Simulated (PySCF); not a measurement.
**Electron affinity of Ga by level of theory**

Ga⁻ [Ar] 3d10 4s2 4p2 (3P) → Ga [Ar] 3d10 4s2 4p1 (2P), as a difference of total energies. Calculation: PySCF 2.14, in aug-cc-pVQZ-PP with ECP10MDF (7s6p5d3f2g, 89 functions); scalar relativity through the core potential. Correlated levels: valence: 3s2 3p6 3d10 frozen. The calculations carry no spin-orbit coupling.

| method | electron affinity (eV) | difference from reference (eV) |
| --- | --- | --- |
| UHF | -0.065 | -0.366 |
| MP2 (valence) | 0.266 | -0.035 |
| SCS-MP2 (valence) | 0.162 | -0.139 |
| CCSD (valence) | 0.281 | -0.020 |
| CCSD(T) (valence) | 0.326 | +0.025 |

Reference: 0.301 eV (measured; photodetachment measurements, as compiled on the Wikipedia data page of electron affinities).

The reference lies between the lowest fine-structure levels, while these numbers refer to the centres of the terms.

Errors of the correlated levels include the incompleteness of this basis and the frozen core.

A negative affinity means that the anion lies above the atom at that level of theory.
